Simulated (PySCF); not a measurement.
SMILES F[SiH2]/C=C/[SiH](F)F (C2H5F3Si2), CAM-B3LYP/def2-SVP optimised geometry.

```
12

Si    -0.75    -2.64     4.01
F     -2.38    -2.63     4.00
C     -0.22    -1.79     2.44
C     -1.11    -1.31     1.55
Si    -0.57    -0.47     0.00
F      1.04    -0.47     0.00
F     -1.04     1.07     0.00
H     -0.28    -1.91     5.21
H     -0.29    -4.05     4.05
H      0.85    -1.67     2.22
H     -2.18    -1.43     1.77
H     -1.04    -1.07    -1.26
```

Density from CAM-B3LYP/def2-TZVP (PySCF) at that geometry.

Minimum of the electron density along straight lines between bonded atoms, close to the bond critical point (lines longer than 1.1 times the sum of covalent radii, or with two minima, are not listed):

```csv
bond,length / Å,ρ at the minimum / e bohr⁻³,∇²ρ there / e bohr⁻⁵,position (fraction from the first atom)
Si1–F2,1.625,0.130,0.88,0.42
Si1–C3,1.864,0.127,0.19,0.39
C3–C4,1.343,[?],-1.02,0.50
C4–Si5,1.847,0.132,0.18,0.61
Si5–F6,1.613,0.135,0.91,0.42
Si5–F7,1.612,0.136,0.91,0.42
Si1–H8,1.484,0.126,0.13,0.49
Si1–H9,1.484,0.126,0.13,0.49
C3–H10,1.099,0.276,-0.96,0.65
C4–H11,1.098,0.276,-0.96,0.65
Si5–H12,1.475,0.130,[?],0.49
```

**Question.** Complete the blanks.

**Answer.** 
- C3–C4, ρ at the minimum / e bohr⁻³: 0.343
- Si5–H12, ∇²ρ there / e bohr⁻⁵: 0.11
